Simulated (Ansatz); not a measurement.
C2H6FNOSi (`C[SiH2]OC(=N)F`), 12 atoms. Charge 0, multiplicity 1. All runs use 4 threads of an Arm Neoverse V1 on a shared host. Correlated methods freeze the cores.

(1) How many basis functions does each run have, and how long does it take in Ansatz? RKS ωB97M-V/def2-QZVPP energy; RHF-CCSD(T)/def2-TZVPP energy; RKS LC-ωPBE/def2-TZVPP energy; RHF-MP2/def2-QZVPP energy; direct RPA on PBE orbitals/def2-TZVPP energy; RKS HSE06 (plane-wave form)-D4/def2-TZVPP energy; RKS PBE0-D4/def2-QZVPP energy; RKS PBE0-D4/def2-SVP energy; RKS r2SCANh-D4/def2-TZVPP energy; RKS PBE0-D4/def2-TZVP relaxation (11 steps); RKS B2PLYP (frozen core)/def2-TZVPP energy; RKS PBE0-D4/def2-TZVP frequencies. (Estimate.)

## Answers

(1) Ansatz gave: Other jobs shared the machine, so times are rough.

```csv
level,job,functions,wall time,peak host memory (GiB)
RKS PBE0-D4/def2-SVP,energy,118,1.2 s,0.28
RKS LC-ωPBE/def2-TZVPP,energy,281,3.2 s,0.55
RKS HSE06 (plane-wave form)-D4/def2-TZVPP,energy,281,4.3 s,0.78
RKS r2SCANh-D4/def2-TZVPP,energy,281,6.5 s,0.77
direct RPA on PBE orbitals/def2-TZVPP,energy,281,7 s,0.73
RKS B2PLYP (frozen core)/def2-TZVPP,energy,281,8 s,0.79
RKS PBE0-D4/def2-QZVPP,energy,535,11 s,2.1
RKS ωB97M-V/def2-QZVPP,energy,535,23 s,2.5
RHF-MP2/def2-QZVPP,energy,535,36 s,3.7
RKS PBE0-D4/def2-TZVP,relaxation (11 steps),228,50 s,0.63
RKS PBE0-D4/def2-TZVP,frequencies,228,3.5 min,0.65
RHF-CCSD(T)/def2-TZVPP,energy,281,6.3 min,8.5
```

LC-ωPBE has ω = 0.4 bohr⁻¹.
